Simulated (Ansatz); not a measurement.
Reaction (isomerisation): `C1CO[SiH2]N1` → `C[SiH2]C(N)=O`

Gas-phase electronic energies from Ansatz, PBE0-D4/def2-TZVP geometries. CCSD(T)/CBS is the MP2 limit (def2-TZVPP, def2-QZVPP) plus CCSD(T) − MP2 in def2-TZVPP, frozen cores. DFT in def2-TZVPP. HSE06 is defined as in plane-wave codes. Each species was taken in one conformer, which may not be the lowest.

`C1CO[SiH2]N1`:

```xyz
12

C     0.908    0.513   -0.439
C    -0.059   -0.350   -1.247
O    -1.284   -0.439   -0.530
Si   -1.014   -0.285    1.095
N     0.642    0.157    0.948
H     1.941    0.287   -0.722
H     0.725    1.578   -0.646
H     0.358   -1.355   -1.381
H    -0.259    0.080   -2.231
H    -1.940    0.734    1.664
H    -1.212   -1.551    1.849
H     1.194    0.632    1.641
```

`C[SiH2]C(N)=O`:

Cartesian coordinates in Å:
```
C 1.572 -0.206 1.141
Si 0.651 -0.309 -0.472
C -0.997 0.663 -0.273
N -2.141 0.130 -0.764
O -0.967 1.747 0.283
H 2.587 -0.599 1.045
H 1.056 -0.767 1.922
H 1.627 0.840 1.451
H 0.371 -1.720 -0.874
H 1.397 0.345 -1.578
H -3.002 0.648 -0.678
H -2.153 -0.772 -1.203
```

```json
{"level": "PBE-D4", "ΔE (kJ/mol)": "43.7", "difference from CCSD(T)/CBS": "-40.5"}
{"level": "revPBE-D4", "ΔE (kJ/mol)": "43.9", "difference from CCSD(T)/CBS": "-40.3"}
{"level": "r2SCAN0-D4", "ΔE (kJ/mol)": "77.8", "difference from CCSD(T)/CBS": "-6.4"}
{"level": "HSE06-D4", "ΔE (kJ/mol)": "68.3", "difference from CCSD(T)/CBS": "-15.9"}
{"level": "CAM-B3LYP-D4", "ΔE (kJ/mol)": "74.0", "difference from CCSD(T)/CBS": "-10.2"}
{"level": "revPBE", "ΔE (kJ/mol)": "29.8", "difference from CCSD(T)/CBS": "-54.4"}
{"level": "r2SCAN", "ΔE (kJ/mol)": "59.2", "difference from CCSD(T)/CBS": "-25.0"}
{"level": "BHLYP", "ΔE (kJ/mol)": "81.3", "difference from CCSD(T)/CBS": "-2.9"}
{"level": "HF/def2-SVP", "ΔE (kJ/mol)": "69.1", "difference from CCSD(T)/CBS": "-15.1"}
{"level": "MP2/def2-SVP", "ΔE (kJ/mol)": "59.7", "difference from CCSD(T)/CBS": "-24.5"}
{"level": "MP2/def2-TZVPP", "ΔE (kJ/mol)": "86.5", "difference from CCSD(T)/CBS": "2.3"}
{"level": "SCS-MP2/def2-TZVPP", "ΔE (kJ/mol)": "86.5", "difference from CCSD(T)/CBS": "2.3"}
{"level": "CCSD/def2-TZVPP", "ΔE (kJ/mol)": "87.7", "difference from CCSD(T)/CBS": "3.5"}
{"level": "MP2/def2-QZVPP", "ΔE (kJ/mol)": "89.1", "difference from CCSD(T)/CBS": "4.9"}
{"level": "SCS-MP2/def2-QZVPP", "ΔE (kJ/mol)": "88.9", "difference from CCSD(T)/CBS": "4.7"}
{"level": "MP2/CBS(def2)", "ΔE (kJ/mol)": "89.6", "difference from CCSD(T)/CBS": "5.4"}
{"level": "CCSD(T)/CBS", "ΔE (kJ/mol)": "84.2", "difference from CCSD(T)/CBS": "0"}
```

Largest T1 diagnostic among the species: 0.015.

Leaving LDA and LC-ωPBE aside and taking each functional with its dispersion term where it has one, the values, not all of them listed here, spread over 48.6 kJ/mol, from BLYP-D4 to PBE-QIDH. LDA lies +30.6 kJ/mol from PBE without D4. The D4 term adds +4.5 kJ/mol with B3LYP and +2.0 kJ/mol with PBE0; it sums over pairs of atoms, weighted by their polarisabilities, and B3LYP, whose exchange is more repulsive, gets the larger term.

B3LYP here is the variant with VWN-RPA as its local correlation; programs differ in this.
